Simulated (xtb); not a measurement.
xtb input file for Si(F)(Cl)(Br)(NH2) (BrClFH2NSi), SMILES N[Si](F)(Cl)Br, GFN2-xTB. 

```
$ xtb mol.xyz --gfn 2 --sp --chrg 0 --uhf 0 --json
$ cat mol.xyz
7

N      2.04776077    -0.19191420     0.61400367
Si     0.38895469     0.17171565     0.53093894
F     -0.24904235    -0.40740873     1.87657145
Cl     0.08848769     2.13346089     0.37706206
Br    -0.68964914    -0.93852587    -1.02764968
H      2.36840012    -1.10676223     0.88275515
H      2.72671895     0.29239151     0.05461481
```

Output:

```
[banner left out]
          |                Calculation Setup                |
           -------------------------------------------------



           -------------------------------------------------
          |                 G F N 2 - x T B                 |
           -------------------------------------------------

        Reference                      10.1021/acs.jctc.8b01176
      * Hamiltonian:
        H0-scaling (s, p, d)           1.850000    2.230000    2.230000
        zeta-weighting                 0.500000
      * Dispersion:
        s8                             2.700000
        a1                             0.520000
        a2                             5.000000
        s9                             5.000000
      * Repulsion:
        kExp                           1.500000    1.000000
        rExp                           1.000000
      * Coulomb:
        alpha                          2.000000
        third order                    shell-resolved
        anisotropic                    true
        a3                             3.000000
        a5                             4.000000
        cn-shift                       1.200000
        cn-exp                         4.000000
        max-rad                        5.000000


          ...................................................
          :                      SETUP                      :
          :.................................................:
          :  # basis functions                  40          :
          :  # atomic orbitals                  37          :
          :  # shells                           15          :
          :  # electrons                        32          :
          :  max. iterations                   250          :
          :  Hamiltonian                  GFN2-xTB          :
          :  restarted?                      false          :
          :  GBSA solvation                  false          :
          :  PC potential                    false          :
          :  electronic temp.          300.0000000     K    :
          :  accuracy                    1.0000000          :
          :  -> integral cutoff          0.2500000E+02      :
          :  -> integral neglect         0.1000000E-07      :
          :  -> SCF convergence          0.1000000E-05 Eh   :
          :  -> wf. convergence          0.1000000E-03 e    :
          :  Broyden damping             0.4000000          :
          :  net charge                          0          :
          :  unpaired electrons                  0          :
          ...................................................

 iter      E             dE          RMSdq      gap      omega  full diag
   1    -19.1939999 -0.191940E+02  0.784E+00    6.25       0.0  T
   2    -19.2650269 -0.710270E-01  0.395E+00    6.40       1.0  T
   3    -19.2696303 -0.460334E-02  0.218E+00    7.00       1.0  T
   4    -19.2753425 -0.571221E-02  0.192E+00    6.27       1.0  T
   5    -19.2848220 -0.947953E-02  0.112E+00    6.51       1.0  T
   6    -19.2864352 -0.161323E-02  0.675E-01    6.62       1.0  T
   7    -19.2871655 -0.730209E-03  0.308E-01    6.68       1.0  T
   8    -19.2872370 -0.715416E-04  0.208E-01    6.64       1.0  T
   9    -19.2872571 -0.200844E-04  0.187E-01    6.72       1.0  T
  10    -19.2873778 -0.120689E-03  0.851E-02    6.67       1.0  T
  11    -19.2873388  0.389820E-04  0.117E-01    6.66       1.0  T
  12    -19.2874021 -0.633083E-04  0.178E-02    6.70       2.1  T
  13    -19.2874031 -0.101343E-05  0.828E-03    6.69       4.6  T
  14    -19.2874034 -0.306570E-06  0.285E-03    6.69      13.3  T
  15    -19.2874034 -0.152867E-07  0.836E-04    6.69      45.2  T
  16    -19.2874034 -0.936524E-09  0.420E-04    6.69      90.0  T

   *** convergence criteria satisfied after 16 iterations ***

         #    Occupation            Energy/Eh            Energy/eV
      -------------------------------------------------------------
         1        2.0000           -1.0818812             -29.4395
       ...           ...                  ...                  ...
        10        2.0000           -0.5040851             -13.7169
        11        2.0000           -0.4846479             -13.1879
        12        2.0000           -0.4638949             -12.6232
        13        2.0000           -0.4614717             -12.5573
        14        2.0000           -0.4468920             -12.1606
        15        2.0000           -0.4403498             -11.9825
        16        2.0000           -0.4335558             -11.7977 (HOMO)
        17                         -0.1875531              -5.1036 (LUMO)
        18                         -0.1623724              -4.4184
        19                         -0.1564325              -4.2567
        20                         -0.1013948              -2.7591
        21                         -0.0195869              -0.5330
       ...                                ...                  ...
        37                          1.0683030              29.0700
      -------------------------------------------------------------
                  HL-Gap            0.2460028 Eh            6.6941 eV
             Fermi-level           -0.3105545 Eh           -8.4506 eV

 SCC (total)                   0 d,  0 h,  0 min,  0.007 sec
 SCC setup                      ...        0 min,  0.000 sec (  1.138%)
 Dispersion                     ...        0 min,  0.000 sec (  0.414%)
 classical contributions        ...        0 min,  0.000 sec (  0.399%)
 integral evaluation            ...        0 min,  0.001 sec ( 15.086%)
 iterations                     ...        0 min,  0.004 sec ( 55.344%)
 molecular gradient             ...        0 min,  0.002 sec ( 26.358%)
 printout                       ...        0 min,  0.000 sec (  1.108%)

         :::::::::::::::::::::::::::::::::::::::::::::::::::::
         ::                     SUMMARY                     ::
         :::::::::::::::::::::::::::::::::::::::::::::::::::::
         :: total energy             -19.198938470933 Eh    ::
         :: gradient norm              0.000457629762 Eh/a0 ::
         :: HOMO-LUMO gap              6.694075986659 eV    ::
         ::.................................................::
         :: SCC energy               -19.287399792994 Eh    ::
         :: -> isotropic ES            0.047324336303 Eh    ::
         :: -> anisotropic ES         -0.004858165213 Eh    ::
         :: -> anisotropic XC         -0.022276650367 Eh    ::
         :: -> dispersion             -0.005979515353 Eh    ::
         :: repulsion energy           0.088461322061 Eh    ::
         :: add. restraining           0.000000000000 Eh    ::
         :: total charge              -0.000000000000 e     ::
         :::::::::::::::::::::::::::::::::::::::::::::::::::::

           -------------------------------------------------
          |                Property Printout                |
           -------------------------------------------------

    * Orbital Energies and Occupations

         #    Occupation            Energy/Eh            Energy/eV
      -------------------------------------------------------------
         1        2.0000           -1.0818812             -29.4395
       ...           ...                  ...                  ...
         4        2.0000           -0.6956855             -18.9306
         5        2.0000           -0.6156739             -16.7533
         6        2.0000           -0.5616003             -15.2819
         7        2.0000           -0.5472824             -14.8923
         8        2.0000           -0.5410574             -14.7229
         9        2.0000           -0.5355118             -14.5720
        10        2.0000           -0.5040851             -13.7169
        11        2.0000           -0.4846479             -13.1879
        12        2.0000           -0.4638949             -12.6232
        13        2.0000           -0.4614717             -12.5573
        14        2.0000           -0.4468920             -12.1606
        15        2.0000           -0.4403498             -11.9825
        16        2.0000           -0.4335558             -11.7977 (HOMO)
        17                         -0.1875531              -5.1036 (LUMO)
        18                         -0.1623724              -4.4184
        19                         -0.1564325              -4.2567
        20                         -0.1013948              -2.7591
        21                         -0.0195869              -0.5330
        22                         -0.0106037              -0.2885
        23                         -0.0077447              -0.2107
        24                         -0.0064134              -0.1745
        25                         -0.0006481              -0.0176
        26                          0.0190725               0.5190
        27                          0.0209870               0.5711
       ...                                ...                  ...
        37                          1.0683030              29.0700
      -------------------------------------------------------------
                  HL-Gap            0.2460028 Eh            6.6941 eV
             Fermi-level           -0.3105545 Eh           -8.4506 eV

     #   Z          covCN         q      C6AA      α(0)
     1   7 N        2.542    -0.376    29.737     8.099
     2  14 Si       3.161     0.613   143.266    25.449
     3   9 F        0.708    -0.250    11.773     4.052
     4  17 Cl       0.814    -0.212   105.727    15.730
     5  35 Br       0.841    -0.135   188.538    22.138
     6   1 H        0.861     0.183     1.194     1.712
     7   1 H        0.861     0.177     1.234     1.740

 Mol. C6AA /au·bohr⁶  :       2163.842701
 Mol. C8AA /au·bohr⁸  :     102841.501610
 Mol. α(0) /au        :         78.919259


Wiberg/Mayer (AO) data.
largest (>0.10) Wiberg bond orders for each atom

 ---------------------------------------------------------------------------
     #   Z sym  total        # sym  WBO       # sym  WBO       # sym  WBO
 ---------------------------------------------------------------------------
     1   7 N    3.250 --     2 Si   1.180     7 H    0.959     6 H    0.953
     2  14 Si   4.427 --     1 N    1.180     3 F    1.082     4 Cl   1.079
                             5 Br   1.073
     3   9 F    1.213 --     2 Si   1.082
     4  17 Cl   1.239 --     2 Si   1.079
     5  35 Br   1.240 --     2 Si   1.073
     6   1 H    0.966 --     1 N    0.953
     7   1 H    0.969 --     1 N    0.959
 ---------------------------------------------------------------------------

Topologies differ in total number of bonds
Writing topology from bond orders to xtbtopo.mol

molecular dipole:
                 x           y           z       tot (Debye)
 q only:        0.985      -0.372      -0.271
   full:        1.698       0.824       0.778       5.189
molecular quadrupole (traceless):
                xx          xy          yy          xz          yz          zz
 q only:        5.912      -1.631      -2.960       0.416      -0.997      -2.952
  q+dip:        7.932      -5.222      -0.823      -3.560      -4.936      -7.109
   full:        7.581      -5.276      -0.389      -3.661      -4.900      -7.192


           -------------------------------------------------
          | TOTAL ENERGY              -19.198938470933 Eh   |
          | GRADIENT NORM               0.000457629762 Eh/α |
          | HOMO-LUMO GAP               6.694075986659 eV   |
           -------------------------------------------------

------------------------------------------------------------------------
------------------------------------------------------------------------
Note: The following floating-point exceptions are signalling: IEEE_UNDERFLOW_FLAG IEEE_DENORMAL
normal termination of xtb
 total:
 SCF:
```

The run converged.
